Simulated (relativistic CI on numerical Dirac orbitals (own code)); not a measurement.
# Tc22+: q coefficients and field-shift factors

Calculated at this level of theory: Dirac-Coulomb-Breit CI, KLI orbitals optimised for each configuration, derivatives by finite differences, unscaled Slater integrals, QED left out (own radial code, finite nucleus).

Configurations in the expansion (outside the closed core [Ne]): 3s²3p⁶3d³, 3s²3p⁵3d⁴, 3s3p⁶3d⁴, 3p⁶3d⁵, 3s²3p⁶3d²4s, 3s²3p⁶3d²4p, 3s²3p⁶3d²4d, 3s²3p⁶3d²4f. Levels of other configurations are missing.

With x = (α/α₀)² − 1 an excitation energy changes as ω = ω₀ + qx; K = 2q/ω₀ is the relative enhancement. Terms are leading LS components, so labels can repeat. The field-shift factor is F = δν/δ⟨r²⟩ for the transition from the lowest level.

Lowest level 3s²3p⁶3d³ ⁴F3/2.

| Level | ω₀ (cm⁻¹) | q (cm⁻¹) | F (GHz/fm²) |
| --- | --- | --- | --- |
| 3s²3p⁶3d³ ⁴F5/2 | 19279 | 25410 | 0.152 |
| 3s²3p⁶3d³ ⁴F7/2 | 36878 | 40650 | 0.249 |
| 3s²3p⁶3d³ ⁴F9/2 | 50899 | 44910 | 0.285 |
| 3s²3p⁶3d³ ⁴P3/2 | 65877 | 11790 | 0.0561 |
| 3s²3p⁶3d³ ⁴P1/2 | 73334 | 22570 | 0.1 |
| 3s²3p⁶3d³ ²G7/2 | 89928 | 42520 | 0.291 |
| 3s²3p⁶3d³ ²H9/2 | 93710 | 42870 | 0.345 |
| 3s²3p⁶3d³ ⁴P5/2 | 99371 | 49720 | 0.249 |
| 3s²3p⁶3d³ ²D3/2 | 112144 | 52880 | 0.285 |
| 3s²3p⁶3d³ ²P1/2 | 120228 | 55940 | 0.365 |
| 3s²3p⁶3d³ ²H11/2 | 128083 | 56320 | 0.481 |
| 3s²3p⁶3d³ ²D5/2 | 137930 | 64710 | 0.329 |
| 3s²3p⁶3d³ ²G9/2 | 140069 | 83840 | 0.582 |
| 3s²3p⁶3d³ ²P3/2 | 159724 | 90650 | 0.574 |
| 3s²3p⁶3d³ ²F7/2 | 174777 | 51480 | 0.362 |
| 3s²3p⁶3d³ ²F5/2 | 175976 | 44970 | 0.325 |
| 3s²3p⁶3d³ ²D5/2 | 264359 | 69880 | 0.598 |
| 3s²3p⁶3d³ ²D3/2 | 264870 | 61560 | 0.518 |
| 3s²3p⁵3d⁴ ⁶D°5/2 | 1025811 | 68340 | 1.88 |
| 3s²3p⁵3d⁴ ⁶D°7/2 | 1027289 | 77330 | 2.02 |
| 3s²3p⁵3d⁴ ⁶D°3/2 | 1030031 | 60480 | 1.71 |
| 3s²3p⁵3d⁴ ⁶D°9/2 | 1034432 | 86640 | 2.1 |
| 3s²3p⁵3d⁴ ⁶D°1/2 | 1046635 | 86270 | 1.54 |

At this charge energies of transitions that change n are usually good to better than 1 %, and those within a shell (Δn = 0) to a few per cent. Terms inside the open d or f shell come out 10 to 20 % too wide with unscaled integrals.

(1) Which transition from the lowest level has the largest |K|?

Results:

(1) 3s²3p⁶3d³ ⁴F5/2 at 19279 cm⁻¹, K = 2.64.
